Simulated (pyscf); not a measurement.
Rearrangement: H₂C=CH–AlH–CH₃ → cyclic C₃H₇Al (SMILES [CH3][Al]1[CH2][CH2]1)

Gas phase, singlet surface, charge 0. Bonds broken: Al1–H8. Bonds formed: Al1–C7, C6–H8. Structures and frequencies: ωB97X-D3(BJ)/def2-SVP in PySCF. MP2 and CC: frozen core, UHF for open shells. ΔMP2 is the change of the MP2 total energy from the triple- to the quadruple-zeta basis.

Transition state (Å):

```xyz
11

Al    -0.0486     0.9527     0.1891
C      1.3667     1.5864    -0.9771
H      2.3405     1.1844    -0.6529
H      1.4336     2.6855    -0.9647
H      1.2004     1.2607    -2.0161
C     -1.7318     0.6261     0.9872
C     -1.2143    -0.6632     0.5520
H     -0.3876     1.3765     1.7593
H     -2.2907     0.8155     1.9114
H     -1.1129    -1.5353     1.2160
H     -1.5549    -0.9221    -0.4646
```

One imaginary mode, 1033i cm⁻¹; descent along it reached the two sides named.

```tsv
bond	change	reactant side (Å)	saddle	product side
Al1–H8	breaks	1.592	1.661	2.7
Al1–C7	forms	2.9	2.025	1.913
C6–H8	forms	3.1	1.722	1.100
```

Electronic energies relative to the reactant's lowest minimum found (kcal/mol):

```csv
level,barrier,reaction energy,reverse barrier
ωB97X-D3(BJ)/def2-TZVP,60.2,+17.5,42.7
PBE/def2-TZVP,52.8,+14.1,38.7
r²SCAN/def2-TZVP,54.9,+15.5,39.4
B3LYP-D3(BJ)/def2-TZVP,60.5,+20.2,40.3
PBE0-D3(BJ)/def2-TZVP,55.9,+14.6,41.3
M06-2X/def2-TZVP,58.3,+15.8,42.5
ωB97M-D3(BJ)/def2-TZVP,59.9,+18.1,41.8
HF/def2-TZVP,70.8,+27.3,43.6
MP2/def2-QZVPP,62.8,+16.4,46.4
CCSD/def2-TZVPP,63.3,+19.5,43.9
CCSD(T)/def2-TZVPP,61.7,+19.0,42.7
CCSD(T)/def2-TZVPP + ΔMP2(QZVPP),61.4,+18.8,42.6
```

With CCSD(T)/def2-TZVPP + ΔMP2(QZVPP) energies and thermal terms (ideal gas, 1 atm, RRHO with modes under 100 cm⁻¹ raised to 100, one conformer, R ln 2 for chiral ones without a mode under 150 cm⁻¹), in kcal/mol:

```tsv
T (K)	ΔH‡	ΔG‡	ΔH	ΔG
298	60.1	61.3	+20.3	+21.0
600	59.5	62.8	+20.2	+21.8
900	59.1	64.5	+20.1	+22.6
1200	58.6	66.4	+19.9	+23.4
```

This saddle turned up in a search for another step; its sides and bond changes are read from the two ends of the descent. One saddle was located; it need not be the lowest between these sides. The CCSD(T) − MP2 part came from Ansatz, without density fitting, on the same reference.
